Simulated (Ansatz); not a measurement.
Wavefunction ladder for CH$_{5}$ClOSSi, SMILES `CO[SiH](S)Cl`

| atom | x (Å) | y (Å) | z (Å) |
| --- | --- | --- | --- |
| C1 | 1.1314 | -0.4591 | -1.0212 |
| O2 | -0.2526 | -0.4752 | -0.7314 |
| Si3 | -0.9844 | 0.5649 | 0.2821 |
| S4 | -0.1396 | 0.5543 | 2.2303 |
| Cl5 | -2.9392 | -0.0129 | 0.2941 |
| H6 | 1.7285 | -0.5321 | -0.1072 |
| H7 | 1.4125 | 0.4541 | -1.5555 |
| H8 | 1.3477 | -1.3176 | -1.6574 |
| H9 | -0.8853 | 1.9682 | -0.1737 |
| H10 | -0.4191 | -0.7446 | 2.4399 |

The species carries charge 0 and has multiplicity 1. The structure was optimised at the PBE0-D4/def2-TZVP level. It is one conformer, not always the lowest. Frozen core, restricted reference, Ansatz 0.2.0. CBS rows extrapolate triple and quadruple zeta; past MP2 they add the triple-zeta difference.

```csv
basis,HF (Eh),MP2 corr.
def2-SVP,-1261.27263,-0.68179
def2-TZVPP,-1261.81912,-0.89482
def2-QZVPP,-1261.85805,-0.97094
cc-pV(D+d)Z,-1261.74580,-0.69303
cc-pV(T+d)Z,-1261.83560,-0.89528
cc-pV(Q+d)Z,-1261.85544,-0.97049
```

Estimate the CCSD correlation energy and the (T) correction in each basis where they were run (hartree).


```json
{"basis": "def2-SVP", "CCSD corr.": "-0.73826", "(T)": "-0.01845"}
{"basis": "def2-TZVPP", "CCSD corr.": "-0.95022", "(T)": "-0.03888"}
{"basis": "CBS(def2)", "CCSD corr.": "-1.08273", "(T)": "as TZ"}
{"basis": "cc-pV(D+d)Z", "CCSD corr.": "-0.75105", "(T)": "-0.01987"}
{"basis": "cc-pV(T+d)Z", "CCSD corr.": "-0.95034", "(T)": "-0.03898"}
{"basis": "cc-pV(Q+d)Z", "CCSD corr.": "-1.01712", "(T)": "-0.04486"}
{"basis": "CBS(cc)", "CCSD corr.": "-1.06465", "(T)": "-0.04904"}
```
